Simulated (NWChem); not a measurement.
Species: HSO₃, doublet; SMILES O[S](=O)=O

```xyz
5

O      1.0843    -0.9565     0.1899
S      0.1349     0.0688    -0.2589
O      0.1865     1.4547     0.1941
O     -1.3719    -0.4572     0.1179
H     -1.3490    -1.4286     0.1267
```
Atoms are numbered in this order, from 1.

Coordinates come from a PBE0/def2-SVP, spin-unrestricted optimisation. No stability test was run on the SCF state.

**Question.** List the 6 lowest vertical excitations from CAM-B3LYP/6-31+G* (spherical d), spin-unrestricted, TDA (NWChem).

**Answer.** 
```
state    energy (eV)  oscillator strength  <S²>
-------  -----------  -------------------  ----
state 1         2.80                0.000  0.77
state 2         3.21                0.020  0.77
state 3         3.78                0.002  0.78
state 4         4.41                0.023  0.79
state 5         6.21                0.016  0.79
state 6         6.65                0.038  0.79
```
